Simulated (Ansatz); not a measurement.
Cl2FH3OSi2 (`F[Si](Cl)(Cl)O[SiH3]`), relaxed with RKS PBE0-D4/def2-TZVP in the Gaussian-basis code of Ansatz from a PBE-D4/def2-SVP geometry. The force threshold is 0.005 eV/Å; the program also tests the step.

Charge 0, multiplicity 1.

Start:

```xyz
9

F     1.618    2.101    0.147
Si    0.309    1.410   -0.508
Cl   -1.344    2.147    0.459
Cl    0.259    1.906   -2.491
O     0.405   -0.211   -0.337
Si   -0.190   -1.549    0.506
H    -0.934   -1.091    1.728
H    -1.107   -2.316   -0.400
H     0.983   -2.396    0.896
```

```
         step  energy (eV)  largest force (eV/Å)  largest move (Å)
            1  -45604.5493                 1.291             0.000
            2  -45604.6326                 0.893             0.049
            3  -45604.6561                 0.153             0.030
            4  -45604.6574                 0.073             0.012
            5  -45604.6599                 0.026             0.038
            6  -45604.6616                 0.038             0.075
            7  -45604.6617                 0.032             0.010
 8 (rejected)  -45604.6614                 0.055             0.032
            9  -45604.6622                 0.016             0.016
           10  -45604.6626                 0.022             0.034
           11  -45604.6630                 0.034             0.037
13 (rejected)  -45604.6631                 0.086             0.044
           15  -45604.6650                 0.149             0.098
           17  -45604.6666                 0.004             0.037
19 (rejected)  -45604.6662                 0.200             0.102
           21  -45604.6676                 0.022             0.017
23 (rejected)  -45604.6663                 0.250             0.030
           25  -45604.6680                 0.047             0.049
           27  -45604.6682                 0.016             0.015
           29  -45604.6684                 0.018             0.014
           31  -45604.6684                 0.021             0.016
           33  -45604.6685                 0.021             0.013
           35  -45604.6686                 0.022             0.027
           37  -45604.6686                 0.008             0.004
           39  -45604.6687                 0.007             0.005
           41  -45604.6687                 0.005             0.009
```

End:

```xyz
9

F     1.702    2.167   -0.243
Si    0.320    1.430   -0.397
Cl   -1.065    2.466    0.649
Cl   -0.169    1.414   -2.358
O     0.472   -0.054    0.167
Si   -0.180   -1.536    0.477
H    -1.301   -1.384    1.435
H    -0.670   -2.128   -0.791
H     0.890   -2.375    1.061
```

Run time 3.5 min (4 threads of an Arm Neoverse V1 on a shared host); peak host memory 0.78 GiB.
